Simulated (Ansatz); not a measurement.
Relaxation of CH$_{7}$FMgO (11 atoms, charge 0, multiplicity 1), to a largest force component of 0.03 eV/Å in at most 50 steps.

Level of theory: Ansatz 0.2.0, UKS PBE-D4/def2-SVP.

```xyz
11
Properties=species:S:1:pos:R:3
Mg 0.647 0.451 0.875
H 0.890 2.115 1.280
C 0.562 -1.650 0.908
H -1.271 1.046 -1.640
O -2.048 0.811 -1.100
H 0.899 2.168 -0.631
F 0.828 1.414 -1.176
H 1.002 -2.075 1.837
H -0.482 -2.029 0.852
H 1.115 -2.104 0.057
H -2.142 -0.146 -1.263
```

Problem. Where does it end, and by what steps?

Solution. It converged. The force dipped under the threshold on the way, but the program's further checks kept it going. After 21 steps the energy has fallen by 2.003 eV; Mg1 moved furthest, 1.42 Å. Parted: Mg1–H2 (1.73 → 2.54 Å), H6–F7 (0.93 → 2.57 Å). Joined: Mg1–O5 (3.36 → 2.12 Å), H2–H6 (1.91 → 0.77 Å).

```
step  energy less start (eV)  largest force component (eV/Å)  accepted
   0                  0.0000                           1.233       yes
   1                 -0.1672                           0.869       yes
   2                 -0.4265                           1.829       yes
   3                 -0.7459                           0.934       yes
   4                 -0.9192                           1.175       yes
   5                 -0.9531                           1.103       yes
   6                 -1.1388                           0.925       yes
   7                 -1.4899                           1.334       yes
   8                 -1.8136                           0.763       yes
   9                 -1.9078                           0.358       yes
  10                 -1.9545                           0.335       yes
  11                 -1.9702                           0.248       yes
  12                 -1.9672                           0.699        no
  13                 -1.9867                           0.185       yes
  14                 -1.9966                           0.168       yes
  15                 -1.9987                           0.076       yes
  16                 -2.0017                           0.059       yes
  17                 -2.0021                           0.025       yes
  18                 -2.0025                           0.012       yes
  19                 -2.0029                           0.059       yes
  20                 -2.0030                           0.041       yes
  21                 -2.0031                           0.013       yes
```

```xyz
11
Properties=species:S:1:pos:R:3
Mg 0.228 -0.039 -0.392
H 0.622 1.830 1.284
C 0.628 -1.666 0.866
H -1.014 1.264 -1.612
O -1.626 0.842 -0.929
H 0.754 2.148 0.593
F 0.671 1.125 -1.768
H 1.219 -1.367 1.759
H -0.302 -2.144 1.246
H 1.210 -2.462 0.354
H -2.391 0.469 -1.401
```

Whether the end is a true minimum wasn't checked by a vibrational analysis.

Time of the run: 23 s on 4 threads of Intel(R) Xeon(R) 6975P-C (Granite Rapids) (shared host), peak memory 0.21 GiB.
